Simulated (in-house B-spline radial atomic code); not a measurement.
Stripping scandium of all its electrons. The total binding energy is the sum of the 21 successive ionisation energies. Configuration: [Ar] (3d3/2)1 4s2. Method: Dirac-Hartree-Fock, average of the jj configuration, Fermi nucleus of rms radius 3.5459 fm. Calculated with an all-electron radial atomic-structure program (B-spline basis).

Dirac-Coulomb total energy: -763.3792 hartree. First-order corrections (hartree): Breit 0.2256, self-energy 0.1613, vacuum polarisation -0.0121, recoil 0.00746.

Q: What total binding energy follows, and how does it compare with the sum of NIST's ionisation energies?

A: 20762.2 eV from the corrected total, against 20787.9 ± 2 eV from NIST's table (measured, semi-empirical and theoretical entries, uncertainties added in quadrature). The table binds 25.7 eV more, 1.22 eV per electron, the size expected of the correlation energy that Hartree-Fock leaves out.

Q: What share of the binding belongs to the last two electrons?

A: 56 % by NIST's values (11708.7 eV).
